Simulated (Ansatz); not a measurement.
Two members of one family (E4), computed with Ansatz in the gas phase; def2 core potentials for Sb, no spin–orbit coupling. The two geometries come from different levels. Binding counts from free atoms in the multiplicity of their measured ground term, without zero-point energy. A dash marks a value that wasn't run or was left out as unsound. The structures are stationary points that may keep the symmetry of their start. Remarks come from the PBE and PBE0 runs and from stability tests at other levels; not every state was tested. HOMO above LUMO (over both spins in singlets and doublets, within one spin in higher multiplets; at PBE or PBE0), or a gap under 0.15 eV within one spin, warns that the state may not be the lowest or that an electron is smeared out.

First: AsSbSbSb tetrahedron (singlet, charge 0, PBE-D4/def2-SVP geometry).

```xyz
4

As    1.4172   -0.6970   -0.1565
Sb    0.1708    1.6564   -0.4650
Sb   -1.1124   -0.8247   -1.0351
Sb   -0.4756   -0.1348    1.6566
```

```
              level  HOMO (eV)  LUMO (eV)  gap (eV)  vertical IE (eV)  vertical triplet (eV)  binding per atom (eV)
    PBE-D4/def2-SVP      -5.47      -2.10      3.37                 –                      –                   2.50
   PBE-D4/def2-TZVP      -5.50      -2.17      3.33              7.89                   2.92                   2.56
r2SCAN-D4/def2-TZVP      -5.74      -2.12      3.62              8.00                   2.86                   2.30
   PBE0-D4/def2-SVP      -6.35      -1.54      4.81                 –                      –                   2.27
 BHLYP-D4/def2-TZVP      -6.96      -0.87      6.09                 –                      –                   2.14
```

Remarks: gap within one spin near zero at PBE or PBE0 (+1 doublet).

Second: SbSbSbSb tetrahedron (singlet, charge 0, r2SCAN-D4/def2-SVP geometry).

```xyz
4

Sb   -0.732   -1.537   -0.358
Sb   -0.237    1.083   -1.341
Sb    1.704   -0.220    0.273
Sb   -0.734    0.674    1.426
```

Task: What does the change do? Estimate second minus first.

Result: 
```csv
level,Δ HOMO (eV),Δ LUMO (eV),Δ gap (eV),Δ vertical IE (eV),Δ vertical triplet (eV),Δ binding per atom (eV)
PBE-D4/def2-SVP,0.09,0.08,-0.01,–,–,-0.10
PBE-D4/def2-TZVP,0.09,0.07,-0.01,-0.15,0.04,-0.09
r2SCAN-D4/def2-TZVP,0.10,0.08,-0.02,-0.15,0.08,-0.10
PBE0-D4/def2-SVP,0.10,0.08,-0.02,–,–,-0.08
BHLYP-D4/def2-TZVP,0.11,0.08,-0.03,–,–,-0.05
```

Remarks: gap within one spin near zero at PBE or PBE0 (+1 doublet).
